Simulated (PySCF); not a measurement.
# Reading the logs of faulty runs: C2H8NSi

All numbers below are calculated, not measured. They come from PySCF 2.14.0, an open-source quantum chemistry program, on an isolated molecule that a program drew, which may never have been made. The molecule is C2H8NSi (charge 0, doublet), drawn as the SMILES string `C[CH]N[SiH3]`.

Each row is a Hartree-Fock (HF) and frozen-core CCSD(T) single point in the cc-pV(D+d)Z basis, meant for a local HF minimum. Run 1 is clean. Each other run has one planted mistake out of seven kinds, and not every kind appears here: one electron removed, one electron added, multiplicity raised by two, geometry at a saddle point, minimal basis STO-3G, one bond length entered in bohr, all coordinates scaled. The reference is restricted for singlets and unrestricted otherwise, and also for a bond in bohr. Adding or removing an electron swaps singlet and doublet. Electrons count all cores. HOMO and LUMO are orbital energies over both spins, the gradient is its largest component, and the lowest frequency (negative if imaginary) is given only where the gradient is small. Bond lengths are over the 11 bonds as drawn. T1 is the CCSD diagnostic: over 0.02 (restricted) or 0.045 (unrestricted) a single reference is doubtful.

Geometry of the clean run:
```xyz
12
C2H8NSi, angstrom
C    -0.6221    1.4940   -1.9656
C    -0.7206    1.5401   -0.4716
N     0.3569    1.0330    0.2766
Si    0.3617    0.8076    1.9915
H     0.2992    1.9709   -2.3150
H    -1.4616    2.0198   -2.4229
H    -0.6224    0.4631   -2.3434
H    -1.6954    1.3797   -0.0204
H     1.2432    1.1108   -0.1853
H     0.2924    2.0689    2.7709
H     1.6251    0.1163    2.3312
H    -0.8042   -0.0180    2.3785
```

```
run  electrons  basis functions  <S^2>  HOMO (eV)  LUMO (eV)  gradient (hartree/bohr)  lowest frequency (cm^-1)  mean bond (Å)  longest bond (Å)      T1  HF (hartree)  CCSD(T) (hartree)                          mistake
  1         41              105  0.761      -7.78       4.24                  1.5e-05                        73         1.3137             1.730  0.0139    -423.76262         -424.37537                         no fault
  2         41               32  0.758      -5.60       9.57                  3.4e-02                         -         1.3137             1.730  0.0124    -418.77981         -419.01753             minimal basis STO-3G
  3         41              105  0.763      -8.18       3.97                  4.5e-02                         -         1.3964             1.839  0.0158    -423.72293         -424.34909           all coordinates scaled
  4         41              105  1.246      -9.35       2.27                  7.6e-02                         -         1.3947             1.894  0.0541    -423.65545         -424.27771  one bond length entered in bohr
  5         41              105  3.772      -2.36      -1.10                  1.1e-01                         -         1.3137             1.730  0.0341    -423.50772         -424.10494                                ?
```

**Which mistake was planted in run 5, and what did it cost?**

Electrons, basis and geometry are unchanged, and <S^2> is 3.772, beside S(S+1) = 3.75 for a multiplicity of 4. So the mistake is: multiplicity raised by two. Subtracting run 1 and multiplying by 627.51 kcal/mol a hartree, the energy moved by 160.0 kcal/mol in HF and 169.7 kcal/mol in CCSD(T).

Cautions from the logs. Run 4: T1 is over the limit, so its CCSD(T) energy is less reliable.
